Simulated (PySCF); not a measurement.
A structure optimised at PBE-D3(BJ)/def2-SVP, used in a PySCF frequency run:

```
Si
F 1 1.6323
F 1 1.6323 2 107.26
H 1 1.4974 2 107.50 3 -115.36
As 1 2.3651 4 117.90 2 122.40
H 5 1.5423 1 89.11 4 45.54
H 5 1.5423 6 91.06 1 89.09
```
Charge 0, spin multiplicity 1.

### Question
Write its SMILES, formula and point group.

### Answer
F[SiH](F)[AsH2], AsF2H3Si, Cs

### Question
What are its rotational constants (standard atomic weights)?

### Answer
6.1725, 1.7862, 1.4987 GHz
